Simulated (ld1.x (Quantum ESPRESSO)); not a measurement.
Tm: excitation energies, all-electron against TM

| Quantity | Value |
| --- | --- |
| Element | Tm |
| Generator | ld1.x (Quantum ESPRESSO) 7.5 |
| Type | norm-conserving Troullier–Martins (Kleinman–Bylander form) |
| Functional | PBE |
| Relativity | scalar-relativistic |
| Frozen core | [Kr] 4d10 5s2 |
| Valence charge | 21 |
| Reference configuration | 4f12.5 5p6 5d0.5 6s2 6p0 |
| Partial waves | 6s (bound): rc 3.00 bohr; 5p (bound): rc 1.45 bohr; 5d (bound): rc 3.15 bohr; 4f (bound): rc 0.60 bohr |
| Local potential | the f channel |
| Core correction | none |

Energies are relative to the spin-unpolarised reference configuration 4f12.5 5p6 5d0.5 6s2 6p0; without spin polarisation the order of configurations can differ from experiment. Not all tests gave a result: 3 of 7 tests not solved or not reliable. Left out of the table: 4f12 5p6 5d0 6s2 6p0 (solver errors, printed error -4479 eV); 4f13 5p5 5d0 6s2 6p0 (solver errors, printed error -3599 eV); 4f14 5p6 5d0 6s0 6p0 (all-electron atom not converged, printed error -306 eV). The frozen-core shift is the all-electron ΔE with the core orbitals held at their reference shape minus the fully relaxed ΔE.

**Question.** Give the all-electron excitation energy and the error of the potential for: 4f13 5p6 5d0 6s2 6p0; 4f13 5p6 5d0 6s1 6p0; 4f13 5p6 5d0 6s0 6p0; 4f12 5p6 5d1 6s2 6p0.

**Answer.**

```csv
valence configuration,charge,ΔE all-electron (eV),error AE − PS (meV),frozen-core shift (meV)
4f13 5p6 5d0 6s2 6p0,0,-1.804,-67,+52
4f13 5p6 5d0 6s1 6p0,+1,4.653,-104,+58
4f13 5p6 5d0 6s0 6p0,+2,16.752,-160,+65
4f12 5p6 5d1 6s2 6p0,0,3.129,-18,+5.7
```

ld1.x printed “convergence not achieved” for 2 of the counted tests; their residual had stalled under 1e-8, short of the target of 1e-14.

A Bessel basis up to 400 Ry misses an occupied level by 0.35 Ry, so cutoffs were not judged. Note: ghost states, extra bound levels that the all-electron valence spectrum of the same l lacks: s at -2488.8 eV, p at -1409.9 eV, s at -690.2 eV, d at -575.6 eV, s at -66.0 eV (other channels not judged).
